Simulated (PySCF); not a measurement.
**Electron correlation in N⁺ (nitrogen, charge +1)**

[He] 2s2 2p2, high-spin 3P determinant. Calculation: PySCF 2.14, in Sapporo-DZP-2012 (4s3p1d, 18 functions); scalar relativity by spin-free X2C-1e. Frozen: 1s2; 4 electrons correlated.

MP2 pair energies summed by pair of shells (mhartree):

```json
{"pair": "2s-2p", "energy": "-34.98", "share (%)": "59.7"}
{"pair": "2s-2s", "energy": "-17.90", "share (%)": "30.5"}
{"pair": "2p-2p", "energy": "-5.74", "share (%)": "9.8"}
```

Total MP2 correlation energy: -58.62 mhartree.

Same-spin part -9.98 and opposite-spin part -48.64 mhartree; SCS-MP2 scales them by 1/3 and 6/5 to -61.70 mhartree.

```json
{"level": "CCSD", "correlation energy (mhartree)": "-81.76"}
{"level": "(T)", "correlation energy (mhartree)": "-0.87"}
{"level": "CCSD(T)", "correlation energy (mhartree)": "-82.63"}
```

Diagnostics: T1 = 0.0064, D1 = 0.0122, largest double amplitude 0.123.

Cost of the coupled-cluster step: 0.15 s of wall time on 1 thread of Neoverse-N1 (shared host), for 4 correlated electrons.

Iterations:

```
CC2 = 0
CCSD nocc = (np.int64(3), np.int64(1)), nmo = (17, 17)
frozen orbitals [[0], [0]]
max_cycle = 100
direct = 0
conv_tol = 1e-08
conv_tol_normt = 1e-06
diis_space = 8
diis_start_cycle = 0
Init t2, MP2 energy = -0.0586221118586805
Init E_corr(UCCSD) = -0.058622111862719
cycle = 1  E_corr(UCCSD) = -0.0736957469906087  dE = -0.0150736351  norm(t1,t2) = 0.0430295
cycle = 2  E_corr(UCCSD) = -0.078444145938054  dE = -0.00474839895  norm(t1,t2) = 0.0185155
cycle = 3  E_corr(UCCSD) = -0.0818152618730782  dE = -0.00337111594  norm(t1,t2) = 0.00904912
cycle = 4  E_corr(UCCSD) = -0.0817460208775901  dE = 6.92409955e-05  norm(t1,t2) = 0.0011866
cycle = 5  E_corr(UCCSD) = -0.0817625549817727  dE = -1.65341042e-05  norm(t1,t2) = 0.000169588
cycle = 6  E_corr(UCCSD) = -0.081756560081825  dE = 5.99489995e-06  norm(t1,t2) = 2.22933e-05
cycle = 7  E_corr(UCCSD) = -0.0817590882440664  dE = -2.52816224e-06  norm(t1,t2) = 5.60837e-06
cycle = 8  E_corr(UCCSD) = -0.08175833817189  dE = 7.50072176e-07  norm(t1,t2) = 2.00741e-06
cycle = 9  E_corr(UCCSD) = -0.0817583270449999  dE = 1.11268901e-08  norm(t1,t2) = 1.76633e-07
cycle = 10  E_corr(UCCSD) = -0.0817583353697176  dE = -8.32471776e-09  norm(t1,t2) = 2.75232e-08
UCCSD converged
E(UCCSD) = -53.98724621497586  E_corr = -0.08175833536971765
UCCSD(T) correction = -0.000866057445666307
```
